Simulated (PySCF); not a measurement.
C₃H₅Cl₂F, SMILES ClC([C@H](F)C)Cl. Atoms are numbered in the order given.

```xyz
11

C     -2.3040     0.3278     0.0823
C     -0.9298     0.3550     0.7066
F     -0.7370    -0.7827     1.4406
C      0.1969     0.4972    -0.3091
Cl     1.7614     0.6358     0.5191
Cl     0.2138    -0.8493    -1.4685
H     -2.3965    -0.5334    -0.5936
H     -3.0597     0.2404     0.8749
H     -2.4980     1.2500    -0.4846
H     -0.8318     1.2198     1.3883
H      0.0609     1.4180    -0.8906
```
Charge 0, spin multiplicity 1.

Geometry optimised at PBE0-D3(BJ)/def2-SVP. The structure was generated by enumeration; whether it is a known compound was not checked. The values are those of a single conformer.

The numbers are results of TDDFT-PBE/def2-SVPD run with PySCF, not measurements.

Vertical excitations. Gas-phase values at a fixed geometry.

**Question.** Estimate the UV-visible absorptions. (Estimate from the structure and the level; the computed values follow.)

**Answer.** 
```json
[
 {"state": "S1", "energy (eV)": "6.25", "λ (nm)": "198", "f": "0.002", "main pairs": "HOMO→LUMO 96 %"},
 {"state": "S2", "energy (eV)": "6.48", "λ (nm)": "191", "f": "0.035", "main pairs": "HOMO−1→LUMO 93 %"},
 {"state": "S3", "energy (eV)": "6.67", "λ (nm)": "186", "f": "0.001", "main pairs": "HOMO−2→LUMO 75 %, HOMO→LUMO+1 21 %"},
 {"state": "S4", "energy (eV)": "6.85", "λ (nm)": "181", "f": "0.001", "main pairs": "HOMO−1→LUMO+1 53 %, HOMO−3→LUMO 40 %"},
 {"state": "S5", "energy (eV)": "6.95", "λ (nm)": "178", "f": "0.002", "main pairs": "HOMO→LUMO+1 67 %, HOMO−2→LUMO 19 %"},
 {"state": "S6", "energy (eV)": "7.06", "λ (nm)": "176", "f": "0.023", "main pairs": "HOMO−3→LUMO 44 %, HOMO−1→LUMO+1 33 %, HOMO−1→LUMO+2 11 %, HOMO−4→LUMO 8 %"},
 {"state": "S7", "energy (eV)": "7.13", "λ (nm)": "174", "f": "0.008", "main pairs": "HOMO−4→LUMO 86 %"},
 {"state": "S8", "energy (eV)": "7.26", "λ (nm)": "171", "f": "0.010", "main pairs": "HOMO→LUMO+2 77 %, HOMO−1→LUMO+2 16 %"},
 {"state": "S9", "energy (eV)": "7.31", "λ (nm)": "170", "f": "0.017", "main pairs": "HOMO−1→LUMO+2 67 %, HOMO→LUMO+2 14 %"},
 {"state": "S10", "energy (eV)": "7.37", "λ (nm)": "168", "f": "0.005", "main pairs": "HOMO−2→LUMO+1 93 %"},
 {"state": "T1", "energy (eV)": "5.83", "λ (nm)": "213", "f": "0", "main pairs": "HOMO−1→LUMO 60 %, HOMO→LUMO 38 %"},
 {"state": "T2", "energy (eV)": "5.85", "λ (nm)": "212", "f": "0", "main pairs": "HOMO→LUMO 60 %, HOMO−1→LUMO 38 %"},
 {"state": "T3", "energy (eV)": "6.27", "λ (nm)": "198", "f": "0", "main pairs": "HOMO−2→LUMO 83 %, HOMO→LUMO+1 15 %"},
 {"state": "T4", "energy (eV)": "6.45", "λ (nm)": "192", "f": "0", "main pairs": "HOMO−3→LUMO 79 %, HOMO−1→LUMO+1 18 %"}
]
```
Triplets are in the Tamm–Dancoff approximation, which puts them higher than full response would, so one can lie above its singlet here.
